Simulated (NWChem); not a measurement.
System: GeH2O2, singlet; SMILES [OH][Ge][OH]

NWChem input:

```
start job
memory heap 200 mb stack 900 mb global 1100 mb
geometry units angstroms noautosym nocenter noautoz
  Ge     0.000000     0.000000     0.349670
  O      1.303479     0.000000    -0.866438
  H      2.176646     0.000000    -0.457368
  O     -1.303479     0.000000    -0.866438
  H     -2.176646     0.000000    -0.457368
end
basis spherical
  * library pcsseg-1
end
dft
  xc bhlyp
  iterations 150
end
property
  shielding 3 1 2 3
  efieldgrad
end
task dft property
```

Parts of the log:

```
             Northwest Computational Chemistry Package (NWChem) 7.3.0
             --------------------------------------------------------

                             Geometry "geometry" -> ""
                             -------------------------

 Output coordinates in angstroms (scale by  1.889725989 to convert to a.u.)

  No.       Tag          Charge          X              Y              Z
 ---- ---------------- ---------- -------------- -------------- --------------
    1 Ge                  32.0000     0.00000000     0.00000000     0.34967000
    2 O                    8.0000     1.30347900     0.00000000    -0.86643800
    3 H                    1.0000     2.17664600     0.00000000    -0.45736800
    4 O                    8.0000    -1.30347900     0.00000000    -0.86643800
    5 H                    1.0000    -2.17664600     0.00000000    -0.45736800

 Effective nuclear repulsion energy (a.u.)     190.8820038989

                              NWChem Property Module
                              ----------------------

  itol2e modified to match energy
  convergence criterion.

                                 NWChem DFT Module
                                 -----------------

 Summary of "ao basis" -> "ao basis" (spherical)
 ------------------------------------------------------------------------------
       Tag                 Description            Shells   Functions and Types
 ---------------- ------------------------------  ------  ---------------------
 Ge                         pcsseg-1                15       41   5s7p3d
 O                          pcsseg-1                 7       17   3s3p1d
 H                          pcsseg-1                 3        5   2s1p

  itol2e modified to match energy
  convergence criterion.

            General Information
            -------------------
          SCF calculation type: DFT
          Wavefunction type:  closed shell.
          No. of atoms     :     5
          No. of electrons :    50
           Alpha electrons :    25
            Beta electrons :    25
          Charge           :     0
          Spin multiplicity:     1
          Use of symmetry is: off; symmetry adaption is: off
          Maximum number of iterations: 150
          AO basis - number of functions:    85
                     number of shells:    35
          Convergence on energy requested:  1.00D-07
          Convergence on density requested:  1.00D-05
          Convergence on gradient requested:  5.00D-04

              XC Information
              --------------
                        BHLYP Method XC Functional
                     Hartree-Fock (Exact) Exchange  0.500
                        Slater Exchange Functional  0.500 local
                    Becke 1988 Exchange Functional  0.500 non-local
              Lee-Yang-Parr Correlation Functional  1.000

             Grid Information
             ----------------
          Grid used for XC integration:  fine
          Radial quadrature: Mura-Knowles
          Angular quadrature: Lebedev.
          Tag              B.-S. Rad. Rad. Pts. Rad. Cut. Ang. Pts.
          ---              ---------- --------- --------- ---------
          Ge                  1.25      140           9.0       974
          O                   0.60       70          10.0       590
          H                   0.35       60          12.0       590
          Grid pruning is: on
          Number of quadrature shells:   400
          Spatial weights used:  Erf1

      Superposition of Atomic Density Guess
      -------------------------------------

 Sum of atomic energies:       -2225.55075106

      Non-variational initial energy
      ------------------------------

 Total energy =   -2226.030815
 1-e energy   =   -3482.932290
 2-e energy   =    1066.019471
 HOMO         =      -0.296677
 LUMO         =      -0.024382

   convergence    iter        energy       DeltaE   RMS-Dens  Diis-err
 ---------------- ----- ----------------- --------- --------- ---------
 d= 0,ls=0.0,diis     1  -2228.2520937469 -2.42D+03  1.27D-02  1.51D+00
 d= 0,ls=0.0,diis     2  -2228.1868024761  6.53D-02  7.15D-03  1.85D+00
 d= 0,ls=0.0,diis     3  -2228.3583209110 -1.72D-01  1.12D-03  6.92D-02
 d= 0,ls=0.0,diis     4  -2228.3638224284 -5.50D-03  2.50D-04  2.41D-03
 d= 0,ls=0.0,diis     5  -2228.3639332687 -1.11D-04  8.86D-05  1.51D-04
  Resetting Diis
 d= 0,ls=0.0,diis     6  -2228.3639425248 -9.26D-06  3.09D-05  2.94D-06
 d= 0,ls=0.0,diis     7  -2228.3639431578 -6.33D-07  4.07D-06  6.43D-08
 d= 0,ls=0.0,diis     8  -2228.3639431772 -1.94D-08  1.42D-06  1.71D-08

         Total DFT energy =    -2228.363943177231
      One electron energy =    -3485.097455110145
           Coulomb energy =     1162.839533057190
    Exchange-Corr. energy =      -96.988025023211
 Nuclear repulsion energy =      190.882003898935

 Numeric. integr. density =       49.999999791080

                       DFT Final Molecular Orbital Analysis
                       ------------------------------------

 Vector   23  Occ=2.000000D+00  E=-4.206033D-01
              MO Center= -5.4D-07,  7.4D-10, -7.3D-01, r^2= 2.4D+00
   Bfn.  Coefficient  Atom+Function         Bfn.  Coefficient  Atom+Function
  ----- ------------  ---------------      ----- ------------  ---------------
    49      0.305242  2 O  py                71      0.305242  4 O  py
    52      0.300720  2 O  py                74      0.300720  4 O  py
    46      0.159395  2 O  py                68      0.159395  4 O  py
    25      0.154772  1 Ge py                22      0.145256  1 Ge py
    16     -0.054727  1 Ge py                28      0.048661  1 Ge d -1

 Vector   24  Occ=2.000000D+00  E=-3.839503D-01
              MO Center=  5.4D-07,  1.8D-11, -8.3D-01, r^2= 2.4D+00
   Bfn.  Coefficient  Atom+Function         Bfn.  Coefficient  Atom+Function
  ----- ------------  ---------------      ----- ------------  ---------------
    52      0.344896  2 O  py                74     -0.344896  4 O  py
    49      0.334101  2 O  py                71     -0.334101  4 O  py
    46      0.175922  2 O  py                68     -0.175922  4 O  py
    27     -0.059925  1 Ge d -2              37      0.058082  1 Ge d -2

 Vector   25  Occ=2.000000D+00  E=-3.100255D-01
              MO Center=  4.3D-08, -2.4D-09,  3.2D-01, r^2= 2.8D+00
   Bfn.  Coefficient  Atom+Function         Bfn.  Coefficient  Atom+Function
  ----- ------------  ---------------      ----- ------------  ---------------
     5      0.513015  1 Ge s                  4      0.380344  1 Ge s
     3     -0.322048  1 Ge s                 23      0.256630  1 Ge pz
    53     -0.238130  2 O  pz                75     -0.238130  4 O  pz
    50     -0.215473  2 O  pz                72     -0.215473  4 O  pz
    26      0.202355  1 Ge pz                 2      0.123692  1 Ge s

 Vector   26  Occ=0.000000D+00  E=-2.676749D-02
              MO Center=  8.1D-10,  2.0D-09,  3.8D-01, r^2= 3.0D+00
   Bfn.  Coefficient  Atom+Function         Bfn.  Coefficient  Atom+Function
  ----- ------------  ---------------      ----- ------------  ---------------
    25      0.790598  1 Ge py                22      0.358026  1 Ge py
    52     -0.223339  2 O  py                74     -0.223339  4 O  py
    49     -0.144654  2 O  py                71     -0.144654  4 O  py
    16     -0.134204  1 Ge py                19     -0.109053  1 Ge py
    46     -0.080890  2 O  py                68     -0.080890  4 O  py

 Vector   27  Occ=0.000000D+00  E= 4.640834D-02
              MO Center= -1.1D-07,  2.7D-10,  3.7D-01, r^2= 4.8D+00
   Bfn.  Coefficient  Atom+Function         Bfn.  Coefficient  Atom+Function
  ----- ------------  ---------------      ----- ------------  ---------------
    24      0.755788  1 Ge px                44     -0.395067  2 O  s
    66      0.395068  4 O  s                 60      0.358296  3 H  s
    82     -0.358296  5 H  s                 53     -0.186979  2 O  pz
    75      0.186979  4 O  pz                21      0.178661  1 Ge px
    50     -0.142558  2 O  pz                72      0.142558  4 O  pz

 Vector   28  Occ=0.000000D+00  E= 7.990572D-02
              MO Center=  4.3D-08, -2.6D-12, -3.5D-01, r^2= 7.2D+00
   Bfn.  Coefficient  Atom+Function         Bfn.  Coefficient  Atom+Function
  ----- ------------  ---------------      ----- ------------  ---------------
    60      0.857060  3 H  s                 82      0.857060  5 H  s
    44     -0.545057  2 O  s                 66     -0.545057  4 O  s
    26     -0.318146  1 Ge pz                51     -0.172081  2 O  px
    73      0.172081  4 O  px                 5     -0.150984  1 Ge s
    23     -0.149856  1 Ge pz                41     -0.120615  1 Ge d  2

     Multipole analysis of the density
     ---------------------------------

     L   x y z        total         alpha         beta         nuclear
     -   - - -        -----         -----         ----         -------
     0   0 0 0     -0.000000    -25.000000    -25.000000     50.000000

     1   1 0 0      0.000000      0.000000      0.000000      0.000000
     1   0 1 0      0.000000      0.000000      0.000000      0.000000
     1   0 0 1      1.126838      3.953875      3.953875     -6.780911

     2   2 0 0    -15.724397    -73.320692    -73.320692    130.916988
     2   1 1 0     -0.000000     -0.000000     -0.000000      0.000000
     2   1 0 1     -0.000000     -0.000000     -0.000000      0.000000
     2   0 2 0    -20.334644    -10.167322    -10.167322      0.000000
     2   0 1 1      0.000000      0.000000      0.000000      0.000000
     2   0 0 2    -25.899542    -42.129686    -42.129686     58.359831

          -----------------------
          Electric field gradient
          -----------------------

 1 a.u. = 0.324123 10**(16) esu/cm**3  ( or statvolts/cm**2 ) = 0.97174 10**(22) v/m**2

 ------------------------------------------------------------
   Atom      X         Y         Z
 ------------------------------------------------------------
    1 Ge   0.00000   0.00000   0.66078
 ------------------------------------------------------------

 Electric field gradient in molecular frame (a.u.)
         XX             YY             ZZ             XY             XZ             YZ
 ------------------------------------------------------------------------------------------
        0.478205      -3.333643       2.855438      -0.000000      -0.000000      -0.000000

 Principal components (a.u.) and orientation
 of principal axis w.r.t. absolute frame                      Asymmetry parameter eta
 --------------------------------------------------------------------------------------
       -3.333643       2.855438       0.478205                       0.713104

        0.000000      -0.000000       1.000000
        1.000000      -0.000000      -0.000000
        0.000000       1.000000       0.000000

 ------------------------------------------------------------
   Atom      X         Y         Z
 ------------------------------------------------------------
    2 O    2.46322   0.00000  -1.63733
 ------------------------------------------------------------

 Electric field gradient in molecular frame (a.u.)
         XX             YY             ZZ             XY             XZ             YZ
 ------------------------------------------------------------------------------------------
       -1.365982       0.930357       0.435625       0.000000      -0.283401      -0.000000

 Principal components (a.u.) and orientation
 of principal axis w.r.t. absolute frame                      Asymmetry parameter eta
 --------------------------------------------------------------------------------------
       -1.409511       0.930357       0.479154                       0.320113

        0.988409       0.000000      -0.151813
       -0.000000       1.000000       0.000000
        0.151813      -0.000000       0.988409

 ------------------------------------------------------------
   Atom      X         Y         Z
 ------------------------------------------------------------
    3 H    4.11326   0.00000  -0.86430
 ------------------------------------------------------------

 Electric field gradient in molecular frame (a.u.)
         XX             YY             ZZ             XY             XZ             YZ
 ------------------------------------------------------------------------------------------
       -0.349449       0.250314       0.099134       0.000000      -0.265217      -0.000000

[...]

          -----------------------------------------
          Chemical Shielding Tensors (GIAO, in ppm)
          -----------------------------------------

                                NWChem CPHF Module
                                ------------------

  scftype          =     RHF
  nclosed          =       25
  nopen            =        0
  variables        =     1500
  # of vectors     =        3
  tolerance        = 0.10D-03
  level shift      = 0.00D+00
  max iterations   =       50
  max subspace     =       30

 SCF residual:    1.0499392876354910E-004

Iterative solution of linear equations
  No. of variables     1500
  No. of equations        3
  Maximum subspace       30
        Iterations       50
       Convergence  1.0D-04

   iter   nsub   residual    time
   ----  ------  --------  ---------
     1      3    1.31D+00      14.5
     2      6    7.04D-02      16.2
     3      9    8.86D-03      18.0
     4     12    9.63D-04      19.8
     5     15    1.03D-04      21.6
     6     18    1.35D-05      23.4

      Atom:    1  Ge
        Diamagnetic
   2758.3930      0.0000      0.0000
      0.0000   2749.0803      0.0000
      0.0000      0.0000   2755.0637

        Paramagnetic
  -2251.4571      0.0000      0.0000
      0.0000  -1489.8566      0.0000
      0.0000      0.0000  -1286.3545

        Total Shielding Tensor
    506.9359      0.0000      0.0000
      0.0000   1259.2237      0.0000
      0.0000      0.0000   1468.7091

           isotropic =    1078.2896
          anisotropy =     585.6293

          Principal Components and Axis System
                 1           2           3
             1468.7091   1259.2237    506.9359

      1         0.0000      0.0000      1.0000
      2         0.0000      1.0000     -0.0000
      3         1.0000     -0.0000     -0.0000

      Atom:    2  O
        Diamagnetic
    412.8163     -0.0000     -2.6372
     -0.0000    380.0637      0.0000
     -2.6372      0.0000    391.1226

        Paramagnetic
   -517.5397      0.0000   -220.2184
      0.0000   -156.4056      0.0000
   -220.2184      0.0000   -231.5267

        Total Shielding Tensor
   -104.7234      0.0000   -222.8556
      0.0000    223.6581      0.0000
   -222.8556      0.0000    159.5959

           isotropic =      92.8435
          anisotropy =     290.5333

          Principal Components and Axis System
                 1           2           3
              286.5324   -231.6599    223.6581

      1        -0.4949      0.8689      0.0000
      2         0.0000     -0.0000      1.0000
      3         0.8689      0.4949     -0.0000

      Atom:    3  H
        Diamagnetic
     47.5175     -0.0000      5.0361
     -0.0000     21.9021      0.0000
      5.0361      0.0000     26.0400

        Paramagnetic
    -14.4266      0.0000     -8.0946
      0.0000      1.7944      0.0000
     -8.0946      0.0000     -4.9479

        Total Shielding Tensor
     33.0908      0.0000     -3.0585
      0.0000     23.6965      0.0000
     -3.0585      0.0000     21.0921

           isotropic =      25.9598
          anisotropy =      11.7985

          Principal Components and Axis System
                 1           2           3
               33.8255     23.6965     20.3574

      1         0.9723      0.0000      0.2336
      2        -0.0000      1.0000     -0.0000
      3        -0.2336      0.0000      0.9723
```

Level: BHandHLYP/pcSseg-1, GIAO. Low-valent species are run as closed-shell singlets; no triplet was tried in these runs. The geometry was optimised at PBE0/def2-SVP. NWChem prints the field gradient with the sign opposite to the second derivative of the potential. The printed shielding anisotropy is the first printed principal value minus the mean of the other two.
